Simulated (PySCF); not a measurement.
# One molecule, several mistakes: CGeH5OSi cation

These are calculations, not measurements. They come from PySCF 2.14.0, an open-source quantum chemistry program, on an isolated molecule that a program drew, which may never have been made. The molecule is CGeH5OSi cation (charge +1, singlet), drawn as the SMILES string `[OH][GeH+][CH]=[SiH2]`.

Each row is a Hartree-Fock (HF) and frozen-core CCSD(T) single point in the cc-pV(D+d)Z basis, meant for a local HF minimum. Run 1 is clean. Each other run has one planted mistake out of seven kinds, and not every kind appears here: one electron removed, one electron added, multiplicity raised by two, geometry at a saddle point, minimal basis STO-3G, one bond length entered in bohr, all coordinates scaled. The reference is restricted for singlets and unrestricted otherwise, and also for a bond in bohr. Adding or removing an electron swaps singlet and doublet. Electrons count all cores. HOMO and LUMO are orbital energies over both spins, the gradient is its largest component, and the lowest frequency (negative if imaginary) is given only where the gradient is small. Bond lengths are over the 8 bonds as drawn. T1 is the CCSD diagnostic: over 0.02 (restricted) or 0.045 (unrestricted) a single reference is doubtful. Germanium has the cc-pVDZ-PP basis, with a core potential (ECP10MDF) in place of its 10 inner electrons, and its 3s, 3p and 3d shells are frozen in CCSD(T).

Geometry of the clean run:
```xyz
9
CGeH5OSi cation, angstrom
O    -1.7429    2.1958   -0.6292
Ge   -1.5243    1.0619    0.6477
C    -0.1250   -0.0760    0.4518
Si    0.9486   -0.0669   -0.9050
H    -2.4546    2.8250   -0.5985
H    -2.5206    1.1482    1.7771
H     0.0196   -0.7940    1.2528
H     0.7866    0.8842   -2.0030
H     2.0565   -1.0171   -0.9926
```

```
run  electrons  basis functions  <S^2>  HOMO (eV)  LUMO (eV)  gradient (hartree/bohr)  lowest frequency (cm^-1)  mean bond (Å)  longest bond (Å)      T1  HF (hartree)  CCSD(T) (hartree)                          mistake
  1         64               99  0.000     -14.60      -4.24                  1.6e-05                       127         1.4668             1.814  0.0173    -697.68779         -698.23515                         no fault
  2         65               99  0.997      -5.83       2.29                  2.7e-02                         -         1.4668             1.814  0.0309    -697.87226         -698.43239               one electron added
  3         64               99  0.000     -15.51      -3.93                  1.0e-01                         -         1.3421             1.660  0.0136    -697.59727         -698.12421           all coordinates scaled
  4         64               99  2.020     -11.03      -6.06                  7.7e-02                         -         1.4668             1.814  0.0199    -697.59048         -698.11416       multiplicity raised by two
  5         64               99  1.244     -10.72      -6.39                  1.8e-02                         -         1.6592             3.270  0.0616    -697.49642         -698.02398  one bond length entered in bohr
  6         63               99  0.757     -23.58     -12.05                  6.5e-02                         -         1.4668             1.814  0.0225    -697.20752         -697.71057                                ?
```

**Which mistake was planted in run 6, and what did it cost?**

It counts 63 electrons, one fewer than the clean run, at the same geometry and basis. So the mistake is: one electron removed. Subtracting run 1 and multiplying by 627.51 kcal/mol a hartree, the energy moved by 301.4 kcal/mol in HF and 329.2 kcal/mol in CCSD(T).

Cautions from the logs. Run 5: T1 is over the limit, so its CCSD(T) energy is less reliable.
